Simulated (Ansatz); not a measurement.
Several settings on one geometry of (MoO3)3 (Mo3O9) (that of the charge 0 singlet, PBE-D4/def2-SVP). Ansatz on 2 threads of AMD EPYC 7R13 on a shared host and a share (18 GiB) of an NVIDIA H100 80GB HBM3; times are rough.

```csv
atom,x (Å),y (Å),z (Å)
O1,1.445,2.988,0.262
Mo2,0.057,2.037,0.089
O3,-1.267,3.087,0.004
O4,-0.124,0.798,1.517
Mo5,-0.195,-1.090,1.712
O6,1.076,-1.664,2.669
O7,-1.639,-1.588,2.440
O8,-0.061,-1.716,-0.076
Mo9,0.134,-0.946,-1.802
O10,-1.150,-1.367,-2.819
O11,1.562,-1.457,-2.553
O12,0.162,0.919,-1.444
```

Totals from different functionals, basis sets or treatments of relativity can't be compared as stabilities.

In the def2 sets Mo takes a core potential; there is no spin–orbit coupling. HSE06 is defined as in plane-wave codes, on full-range PBE exchange.

The spins typed aren't always the lowest for that charge.

(1) Give the basis size and estimate the energy, ⟨S²⟩ and time of these runs.

| run | method | charge | state | further keys |
| --- | --- | --- | --- | --- |
| 1 | RKS HSE06-D3(BJ)/def2-mTZVP | 0 | singlet | scf: {lower_state_search: off}; forces asked |
| 2 | RKS ωB97X/def2-SVPD | 0 | singlet | – |
| 3 | UKS PBE/def2-TZVPP | 1 | doublet | fitting: {mean_field: def2-universal-jkfit}; scf: {lower_state_search: full} |

Answers

(1) 
| run | functions | energy (Eh) | ⟨S²⟩ | wall time |
| --- | --- | --- | --- | --- |
| 1 | 315 | -881.5770 | – | 6.5 s |
| 2 | 309 | -881.3741 | – | 5.5 s |
| 3 | 447 | -881.6068 | 0.76 | 73 s |
